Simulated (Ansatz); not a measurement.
Relaxation of BrF2HOTi (6 atoms, charge 0, multiplicity 1), to a largest force component of 0.03 eV/Å in at most 50 steps.

The calculation used RKS PBE-D4/def2-SVP in Ansatz 0.2.0.

```xyz
6
Properties=species:S:1:pos:R:3:forces:R:3
Ti -1.153 0.099 0.666 0.09 0.06 -0.01
Br 2.439 0.167 -1.308 -0.68 -0.57 0.24
O -0.575 -1.274 0.038 0.14 0.03 -0.07
H 1.411 -0.845 -0.971 0.48 0.52 -0.14
F -1.837 1.207 -0.543 -0.01 -0.02 0.00
F -0.285 0.645 2.118 -0.02 -0.02 -0.02
```

Task: Where does it end, and by what steps?

Result: The forces met the threshold. After 31 steps the energy has fallen by 2.459 eV; H4 moved furthest, 1.95 Å. Parted: Br2–H4. Joined: Ti1–Br2, O3–H4.

```
step  energy less start (eV)  largest force component (eV/Å)  accepted
   0                  0.0000                           0.677       yes
   2                 -0.1252                           0.415       yes
   4                 -0.5140                           0.806       yes
   6                 -0.7554                           0.534       yes
   8                 -1.2532                           1.824       yes
  10                 -1.9385                           1.302       yes
  12                 -2.0795                           4.151        no
  14                 -2.3431                           0.602       yes
  16                 -2.4243                           0.564       yes
  18                 -2.4404                           0.157       yes
  20                 -2.4062                           1.622        no
  22                 -2.4453                           0.415       yes
  24                 -2.4543                           0.125       yes
  26                 -2.4507                           0.595        no
  28                 -2.4575                           0.110       yes
  30                 -2.4584                           0.121       yes
  31                 -2.4588                           0.013       yes
```

```xyz
6
Properties=species:S:1:pos:R:3
Ti -0.071 0.363 0.205
Br 1.874 1.320 -0.744
O -0.014 -1.392 0.010
H -0.140 -2.003 -0.738
F -1.467 0.986 -0.642
F -0.182 0.726 1.909
```

Time of the run: 3 min on 2 threads of AMD EPYC (Zen 3), on a shared host, peak memory 0.18 GiB.
